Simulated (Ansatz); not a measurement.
Job for Ansatz (an electronic-structure program): R-B3LYP/def2-TZVPP on CH4OSn (SMILES C[O][SnH]), a point of a torsion scan. Elements past Kr take the def2 small-core potentials; no spin–orbit coupling.

Ansatz 0.2 input:
```yaml
crystal:
  periodic: [false, false, false]
  atoms:
    - {symbol: C, position_ang: [-0.75792673, -0.32406902, 0.09882875]}
    - {symbol: O, position_ang: [-0.67103210, 1.00549906, -0.34389100]}
    - {symbol: Sn, position_ang: [-1.64669332, 2.59421580, -1.05378709]}
    - {symbol: H, position_ang: [-0.13165067, -0.95563926, -0.53551312]}
    - {symbol: H, position_ang: [-1.78466577, -0.69175079, 0.06373495]}
    - {symbol: H, position_ang: [-0.39270923, -0.38457935, 1.12678783]}
    - {symbol: H, position_ang: [-3.44706455, 1.96501504, -1.10128236]}
basis:
  gaussian:
    orbitals: def2-TZVPP
hamiltonian:
  xc: {name: B3LYP}
scf: {lower_state_search: off}
```

The head of its log:

```
WARN ansatz: RAYON_NUM_THREADS=1 ignored (pool sized by the plan → 1); use --threads N
Functional definition: B3LYP
these checks for a lower state are left out or cut short: stability, starts, cluster_reference, orbital_swaps, neighbouring_geometries, increment
integrals: 0.07 GiB planned
999 factors; their error is unknown
mean field: 0.67 GiB planned
mean field evaluation 1: about -8975.3134 eV, gradient 6.4e1 eV
mean field evaluation 2: about -8880.9784 eV, gradient 1.9e2 eV
```

Q: Predict the final total energy.

A: -330.1527 hartree.
